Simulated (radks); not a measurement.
Values are calculated unless marked as measured or tabulated.
Removal energies from the technetium ion Tc+, [Kr] 4d5 5s1, by Delta-SCF beside the eigenvalue of the level emptied. Code: a radial shooting solver on a logarithmic mesh with Libxc functionals. Model: scalar-relativistic Kohn-Sham, r2SCAN, spin-polarised, spherical densities, finite nucleus; meta-GGA in the generalised Kohn-Sham scheme; Fermi nuclear charge, rms radius of each element as measured or else 0.836 A^(1/3) + 0.57 fm. Open shells are filled with parallel spins first.

removed from,final configuration,Delta-SCF (eV),-eigenvalue (eV)
5s,[Kr] 4d5,15.516,12.427
4d,[Kr] 4d4 5s1,21.466,15.773
4p,[Ar] 3d10 4s2 4p5 4d5 5s1,57.358,51.102
4s,[Ar] 3d10 4s1 4p6 4d5 5s1,86.692,80.155
